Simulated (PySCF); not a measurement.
**PBE0 on B²⁺ (boron, charge +2)**

Configuration: [He] 2p1, 2P determinant (an excited configuration). All numbers are calculated (PySCF 2.14, scalar relativity by spin-free X2C-1e, in dyall-av3z (15s9p3d2f, 71 functions)).

- Total energy: -23.2042 hartree
- One-electron energy: -27.6082 hartree
- Hartree (Coulomb) energy: 7.6771 hartree
- Exchange-correlation energy: -3.2731 hartree
- ⟨S²⟩: 0.7500
- ⟨L²⟩: 2.001
- Sum of ⟨r⟩: 2.225 bohr
- Sum of ⟨r²⟩: 3.281 bohr²
- Traceless quadrupole moment −½Σ⟨3z² − r²⟩ along its main axis: -1.22 e·bohr²
- Langevin diamagnetic susceptibility: -2.60 ×10⁻⁶ cm³/mol

| shell | electrons | mean orbital energy (hartree) | rms radius, mean of both spins (bohr) |
| --- | --- | --- | --- |
| 1s α | 1 | -8.00482 | 0.381 |
| 1s β | 1 | -7.98289 | 0.381 |
| 2p α | 1 | -1.03379 | 1.73 |
